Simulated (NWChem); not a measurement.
System meant: C8H8GeO; SMILES c1c2c(cc[c]1[GeH3])cco2

Here is an NWChem input.

```
start job
memory heap 200 mb stack 900 mb global 1100 mb
geometry units angstroms noautoz
  Ge     0.208722    -2.675924    -0.003377
  C     -0.162995    -0.755348     0.004308
  C     -1.498008    -0.283391     0.002650
  C     -1.805448     1.073284    -0.000668
  C     -0.750207     1.999201    -0.001785
  C     -0.628016     3.437297    -0.003411
  C      0.703193     3.697921    -0.001710
  O      1.460307     2.553733     0.001194
  C      0.570108     1.511931     0.000934
  C      0.896144     0.160916     0.004477
  H     -0.554648    -3.387517     1.140308
  H      1.728852    -2.889554     0.186643
  H     -0.224657    -3.326910    -1.340684
  H     -2.315236    -1.000856     0.005973
  H     -2.839900     1.405830    -0.000991
  H     -1.424668     4.168077    -0.005545
  H      1.268209     4.618314    -0.002360
  H      1.934529    -0.156041     0.008824
end
basis spherical
  Ge library def2-svp
  C library def2-svp
  O library def2-svp
  H library def2-svp
end
dft
  odft
  mult 2
  xc xpbe96 cpbe96
  iterations 150
  semidirect filesize 400000000
  mulliken
end
task dft energy
```

End of the output:

```
 ==============================================================================
                                 internuclear angles
 ------------------------------------------------------------------------------
        center 1       |       center 2       |       center 3       |  degrees
 ------------------------------------------------------------------------------
    2 C                |   1 Ge               |  11 H                |   110.77
    2 C                |   1 Ge               |  12 H                |   108.78
    2 C                |   1 Ge               |  13 H                |   111.27
   11 H                |   1 Ge               |  12 H                |   109.29
   11 H                |   1 Ge               |  13 H                |   107.85
   12 H                |   1 Ge               |  13 H                |   108.84
    1 Ge               |   2 C                |   3 C                |   120.42
    1 Ge               |   2 C                |  10 C                |   119.91
    3 C                |   2 C                |  10 C                |   119.67
    2 C                |   3 C                |   4 C                |   122.24
    2 C                |   3 C                |  14 H                |   119.25
    4 C                |   3 C                |  14 H                |   118.51
    3 C                |   4 C                |   5 C                |   118.50
    3 C                |   4 C                |  15 H                |   120.59
    5 C                |   4 C                |  15 H                |   120.91
    4 C                |   5 C                |   6 C                |   136.12
    4 C                |   5 C                |   9 C                |   118.48
    6 C                |   5 C                |   9 C                |   105.40
    5 C                |   6 C                |   7 C                |   105.93
    5 C                |   6 C                |  16 H                |   127.67
    7 C                |   6 C                |  16 H                |   126.39
    6 C                |   7 C                |   8 O                |   112.42
    6 C                |   7 C                |  17 H                |   132.62
    8 O                |   7 C                |  17 H                |   114.96
    7 C                |   8 O                |   9 C                |   105.99
    5 C                |   9 C                |   8 O                |   110.26
    5 C                |   9 C                |  10 C                |   123.82
    8 O                |   9 C                |  10 C                |   125.92
    2 C                |  10 C                |   9 C                |   117.30
    2 C                |  10 C                |  18 H                |   122.16
    9 C                |  10 C                |  18 H                |   120.54
 ------------------------------------------------------------------------------
                            number of included internuclear angles:         31
 ==============================================================================

 Summary of "ao basis" -> "" (spherical)
 ------------------------------------------------------------------------------
       Tag                 Description            Shells   Functions and Types
 ---------------- ------------------------------  ------  ---------------------
 Ge                         def2-svp                12       32   5s4p3d
 C                          def2-svp                 6       14   3s2p1d
 O                          def2-svp                 6       14   3s2p1d
 H                          def2-svp                 3        5   2s1p

  pbe96 is a nonlocal functional; adding pw91lda local functional.

                                 NWChem DFT Module
                                 -----------------

 Summary of "ao basis" -> "ao basis" (spherical)
 ------------------------------------------------------------------------------
       Tag                 Description            Shells   Functions and Types
 ---------------- ------------------------------  ------  ---------------------
 Ge                         def2-svp                12       32   5s4p3d
 C                          def2-svp                 6       14   3s2p1d
 O                          def2-svp                 6       14   3s2p1d
 H                          def2-svp                 3        5   2s1p

  number of electrons :                   96
  multiplicity        :                    2
 ------------------------------------------------------------------------
  no. of electrons and multiplicity not compatible                  96
 ------------------------------------------------------------------------
 ------------------------------------------------------------------------
  current input line :
    37: task dft energy
 ------------------------------------------------------------------------
 ------------------------------------------------------------------------
 There is an error in the input file
 ------------------------------------------------------------------------
 For more information see the NWChem manual at https://nwchemgit.github.io

0: no. of electrons and multiplicity not compatible:Received an Error in Communication
```

Can this run be used? If not, why, and what is the fix?

The program refused the input. Cause: the multiplicity doesn't fit the number of electrons (an even count wants an odd multiplicity, and the reverse). This input runs:
```
start job
memory heap 200 mb stack 900 mb global 1100 mb
geometry units angstroms noautoz
  Ge     0.208722    -2.675924    -0.003377
  C     -0.162995    -0.755348     0.004308
  C     -1.498008    -0.283391     0.002650
  C     -1.805448     1.073284    -0.000668
  C     -0.750207     1.999201    -0.001785
  C     -0.628016     3.437297    -0.003411
  C      0.703193     3.697921    -0.001710
  O      1.460307     2.553733     0.001194
  C      0.570108     1.511931     0.000934
  C      0.896144     0.160916     0.004477
  H     -0.554648    -3.387517     1.140308
  H      1.728852    -2.889554     0.186643
  H     -0.224657    -3.326910    -1.340684
  H     -2.315236    -1.000856     0.005973
  H     -2.839900     1.405830    -0.000991
  H     -1.424668     4.168077    -0.005545
  H      1.268209     4.618314    -0.002360
  H      1.934529    -0.156041     0.008824
end
basis spherical
  Ge library def2-svp
  C library def2-svp
  O library def2-svp
  H library def2-svp
end
dft
  xc xpbe96 cpbe96
  iterations 150
  semidirect filesize 400000000
  mulliken
end
task dft energy
```
It converges to -2460.54682 Ha (PBE/def2-SVP).
